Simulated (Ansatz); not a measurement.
Reaction (substitution at a C–Ge bond): `CO[CH2][GeH3]` + H–F → `COCF` + GeH₄

Program: Ansatz. Geometries: PBE0-D4/def2-TZVP. ΔE: electronic, gas phase. CBS: MP2 limit from def2 TZ/QZ plus the TZ coupled-cluster correction, frozen cores. This one scheme is used for every species. Functionals use def2-TZVPP. For Ge outer-core shells are correlated without core-valence functions, which leaves a few kJ/mol of doubt a bond. Scalar relativity is left out up to krypton. One conformer a species, not always the lowest.

`CO[CH2][GeH3]`:

Z-matrix (Å, degrees):
```
C
O 1 1.402
H 1 1.099 2 111.4
H 1 1.099 2 111.4 3 -121.1
H 1 1.090 2 107.6 3 119.5
C 2 1.404 1 112.4 3 60.5
Ge 6 1.967 2 108.5 1 180.0
H 6 1.101 2 111.2 1 59.6
H 6 1.101 2 111.2 1 -59.6
H 7 1.540 6 108.7 2 -180.0
H 7 1.536 6 110.0 2 -60.4
H 7 1.536 6 110.0 2 60.4
```

H–F:

```xyz
2

F     0.245   -0.270    0.281
H    -0.245    0.270   -0.281
```

`COCF`:

Z-matrix (Å, degrees):
```
C
O 1 1.414
H 1 1.097 2 110.8
H 1 1.089 2 107.0 3 118.9
H 1 1.093 2 111.3 3 -121.6
C 2 1.362 1 114.0 3 55.1
F 6 1.383 2 111.4 1 70.0
H 6 1.099 2 112.1 1 -48.8
H 6 1.091 2 107.6 1 -172.1
```

GeH₄:

Cartesian coordinates in Å:
```
Ge 0.000 0.000 0.000
H 1.150 0.965 0.315
H 0.489 -1.075 -0.979
H -1.161 0.778 -0.633
H -0.478 -0.668 1.296
```

(1) Is it downhill or uphill in electronic energy at CCSD(T)/CBS, and by how much? (An estimate is asked.)

(2) What do these levels give: revPBE-D4, BLYP-D4, r2SCANh-D4, PBE0, SCS-MP2/def2-TZVPP, HF/CBS(def2)? (Best estimate.)

Largest T1 diagnostic among the species: 0.012.

Answers

(1) Computed: Uphill: ΔE = +25.2 kJ/mol.

(2) Ansatz gave: revPBE-D4 15.2, BLYP-D4 8.2, r2SCANh-D4 7.6, PBE0 9.2, SCS-MP2/def2-TZVPP 20.1, HF/CBS(def2) -9.3 kJ/mol.

At CCSD(T), def2-SVP lies −31.5 kJ/mol from the extrapolated value and def2-TZVPP −6.4 kJ/mol. In def2-TZVPP, CCSD(T) changes the Hartree–Fock value by +27.8 kJ/mol (the triples alone add +1.9 kJ/mol) and MP2 by +38.4 kJ/mol. Leaving LDA and LC-ωPBE aside and taking each functional with its dispersion term where it has one, the values, not all of them listed here, spread over 16.2 kJ/mol, from B97M-V to PBE-QIDH.
